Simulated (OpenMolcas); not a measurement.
A calculation on Nb2+.

```yaml
Program: OpenMolcas
Method: "MS-CASPT2, IPEA 0.25 Eh, imaginary shift 0.1 Eh (closed shells correlated: 4s 4p)"
Basis: ANO-RCC-VTZP [7s6p4d2f1g]
Scalar_Hamiltonian: DKH2, point nucleus
Active_space: 3 electrons in 6 orbitals (4d 5s)
State_averaging: 2S+1 = 4 even, 20 roots; 2S+1 = 2 even, 70 roots kept (CI in the orbitals of an earlier block)
Spin-orbit_coupling: state interaction with AMFI integrals over the reference wave functions, term energies averaged over their components
```

**Question.** Which level of the active space comes out lowest?

**Answer.** 4d3 4F 3/2, with 99 % of that term; it is also the measured ground level.

**Question.** How high does 4d3 4P 3/2 lie?

**Answer.** 8830 cm-1 above the lowest level; measured 8608 cm-1 above the ground level, so the calculation is off by +3 %.

**Question.** How high does 4d3 2H 9/2 lie?

**Answer.** 13700 cm-1 above the lowest level; measured 12916 cm-1 above the ground level, so the calculation is off by +6 %.

**Question.** How high does 4d3 2D 5/2(1) lie?

**Answer.** 13690 cm-1 above the lowest level; measured 13094 cm-1 above the ground level, so the calculation is off by +5 %.

**Question.** The level at 11280 cm-1 has J = 3/2. What is it made of, and what is its g factor?

**Answer.** 53 % 4d3 2P 3/2, 24 % 4d3 4P, 23 % 4d3 2D(1); g = 1.300, against 1.334 from Landé's formula for the pure leading term.

Measured values: the list in Shadmi, J. Res. Natl. Bur. Stand. 70A, 435 (1966).

CASPT2 does not keep the components of a term degenerate, so their means are used; among the terms shown or strongly mixed into the levels shown the widest spread is 730 cm-1 (4d3 4F). Terms from blocks run as CI alone lack orbitals of their own. Configurations are named by rounded mean occupations; where the s occupation lies near a half they are strongly mixed, a name can repeat and a true partner stay unpaired. Computed and measured levels are paired by configuration, term and J; levels that our copy of the source lacks, or whose pairing is in doubt (as where it misses far off the trend of its configuration), stay unpaired and out of the deviations. Only configurations of the active space appear.

A number in round brackets counts repeated terms of one configuration in the order of the reference energies.
